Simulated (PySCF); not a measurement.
BCl$_{3}$ (SMILES ClB(Cl)Cl), singlet, at a GFN2-xTB geometry, with bond 4-1 at 1.6 times its length. Base run: TPSS/def2-SVP (PySCF).

Geometry (Å):
```xyz
4

B     -0.0001     0.0002    -0.0107
Cl     0.0267     1.7229     0.0290
Cl     1.4789    -0.8843    -0.0314
Cl    -2.4087    -1.3420     0.0153
```
Charge 0, spin multiplicity 1.
All else is at PySCF's defaults.
Base energy -1405.08134 Eh.

The base run was repeated with changes; each row names its change, and settings that it needs were set with it.

```json
[
 {"change": "base", "ΔE vs base (mEh)": "0.000", "SCF cycles": "11", "outcome": "converged"},
 {"change": "solver = newton", "ΔE vs base (mEh)": "0.000", "SCF cycles": "-", "outcome": "converged"},
 {"change": "diis = off (with mf.max_cycle = 100)", "ΔE vs base (mEh)": "-", "SCF cycles": "100", "outcome": "not converged"},
 {"change": "DIIS = ADIIS", "ΔE vs base (mEh)": "0.000", "SCF cycles": "23", "outcome": "converged"},
 {"change": "init_guess = mod_huckel", "ΔE vs base (mEh)": "0.000", "SCF cycles": "24", "outcome": "converged"},
 {"change": "conv_tol = 1e-11", "ΔE vs base (mEh)": "0.000", "SCF cycles": "12", "outcome": "converged"},
 {"change": "diis_space = 20", "ΔE vs base (mEh)": "0.000", "SCF cycles": "11", "outcome": "converged"},
 {"change": "diis_space = 4", "ΔE vs base (mEh)": "0.000", "SCF cycles": "13", "outcome": "converged"},
 {"change": "diis_space = 2", "ΔE vs base (mEh)": "-", "SCF cycles": "50", "outcome": "not converged"},
 {"change": "conv_tol = 1e-6", "ΔE vs base (mEh)": "0.000", "SCF cycles": "10", "outcome": "converged"},
 {"change": "DIIS = EDIIS", "ΔE vs base (mEh)": "-", "SCF cycles": "50", "outcome": "not converged"},
 {"change": "init_guess = 1e", "ΔE vs base (mEh)": "0.000", "SCF cycles": "18", "outcome": "converged"},
 {"change": "solver = newton; init_guess = 1e", "ΔE vs base (mEh)": "0.000", "SCF cycles": "-", "outcome": "converged"}
]
```
